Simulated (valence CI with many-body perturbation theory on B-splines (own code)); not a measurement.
## Ru³¹⁺: fill in the table

Computed by configuration interaction combined with many-body perturbation theory (CI+MBPT): three valence electrons over a frozen Dirac-Fock core [Ne], a basis of 11 s, 11 p, 10 d, 8 f, 5 g, 2 h functions for each j, with the one-electron correlation potential Σ1, the two-electron term Σ2, the three-electron term Σ3, Breit, model QED; selected CI, second order for the rest, scaled by the run's own slope (own B-spline code, finite nucleus).

No measured spectrum was set against this ion. As an estimate, large intervals hold to a few tenths of a per cent, small ones and those within an open d or f shell to about a per cent.

| Level | E (cm⁻¹) |
| --- | --- |
| (3s^2 3p1/2) J=1/2 | 0 |
| (3s^2 3p3/2) J=3/2 | ? |
| (3s 3p1/2^2) J=1/2 | ? |
| (3s 3p1/2 3p3/2) J=3/2 [a] | 752650 |
| (3s 3p1/2 3p3/2) J=5/2 | 814300 |
| (3s 3p1/2 3p3/2) J=3/2 [b] | 912080 |
| (3s 3p1/2 3p3/2) J=1/2 | 984870 |
| (3s 3p3/2^2) J=5/2 | 1044500 |
| (3s^2 3d3/2) J=3/2 | 1198000 |
| (3s 3p3/2^2) J=1/2 | 1241100 |
| (3s^2 3d5/2) J=5/2 | 1284700 |
| (3s 3p3/2^2) J=3/2 | 1287600 |
| (3p1/2^2 3p3/2) J=3/2 | ? |
| (3s 3p1/2 3d3/2) J=3/2 [a] | ? |
| (3s 3p1/2 3d3/2) J=5/2 | 1663000 |
| (3s 3p1/2 3d5/2) J=5/2 [a] | 1717900 |
| (3p1/2 3p3/2^2) J=3/2 | 1722800 |
| (3s 3p1/2 3d5/2) J=7/2 | ? |
| (3s 3p1/2 3d3/2) J=3/2 [b] | 1778600 |
| (3s 3p1/2 3d3/2) J=1/2 | ? |

Levels are named by their leading jj configuration (3d3/2^4 stands for four electrons in 3d with j = 3/2), which in mixed levels can hold well under half, so a name can repeat and another be missing. Letters in brackets count levels of one name in rising energy.

**Question.** The levels stand in rising order. What does the calculation give for the missing energies?

**Answer.** (3s^2 3p3/2) J=3/2 254440; (3s 3p1/2^2) J=1/2 584440; (3p1/2^2 3p3/2) J=3/2 1537800; (3s 3p1/2 3d3/2) J=3/2 [a] 1639600; (3s 3p1/2 3d5/2) J=7/2 1765600; (3s 3p1/2 3d3/2) J=1/2 1780400.
